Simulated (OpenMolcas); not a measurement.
## 2s² 2p³ along the 7-electron sequence

```
Program             : OpenMolcas 26.06
Method              : RASSCF
Basis               : ANO-RCC-VQZP
Scalar Hamiltonian  : DKH2, point nucleus
Spin-orbit coupling : RASSI with atomic mean-field integrals over the reference wave functions, term energies averaged over their components
```

Active space for each ion: 5 electrons in 9 orbitals (RAS2 2s 2p; RAS3 3d, at most 2 electrons).

Computed levels in cm-1 above ⁴S°_3/2:

| Level | N | O+ | F2+ | Ne3+ |
| --- | --- | --- | --- | --- |
| ²D°_3/2 | 22544 | 29917 | 37146 | 44209 |
| ²D°_5/2 | 22544 | 29920 | 37155 | 44234 |
| ²P°_3/2 | 33457 | 44590 | 55531 | 66235 |
| ²P°_1/2 | 33459 | 44594 | 55535 | 66229 |
| weight of ⁴S° in the lowest level (%) | 100 | 100 | 100 | 100 |

Measured, with the error of the calculation in %. Measured levels: N, O+ from NIST Handbook of Basic Atomic Spectroscopic Data; F2+, Ne3+ from Moore, Atomic Energy Levels, vol. I, NSRDS-NBS 35 (1971 reprint of NBS Circular 467, 1949).

```json
{"Level": "²D°_3/2", "N": "19233 (+17.2)", "O+": "26831 (+11.5)"}
{"Level": "²D°_5/2", "N": "19224 (+17.3)", "O+": "26811 (+11.6)"}
{"Level": "²P°_3/2", "N": "28839 (+16.0)", "O+": "40468 (+10.2)"}
{"Level": "²P°_1/2", "N": "28839 (+16.0)", "O+": "40470 (+10.2)"}
```

²D°_3/2 changes by a factor of 1.96 over the same range, with steps per unit of Z of +7370, +7230, +7060 cm-1.

Active for correlation alone: 3d; no level in the range computed is led by a configuration that fills it, so any true level of that kind is missing. Without dynamic correlation excited terms often stand tens of per cent too high (terms of higher spin than the ground term too low), and those without a measured partner can miss by more than the paired ones (holds for N; O+). Measured partners are found by configuration, term and J. A level has none where our copy of the source lacks it or the pairing is in doubt (some pairs that miss far off the trend of their configuration count as doubtful), and it then counts in no deviation. Levels of configurations outside the active space are missing.

° marks odd parity.
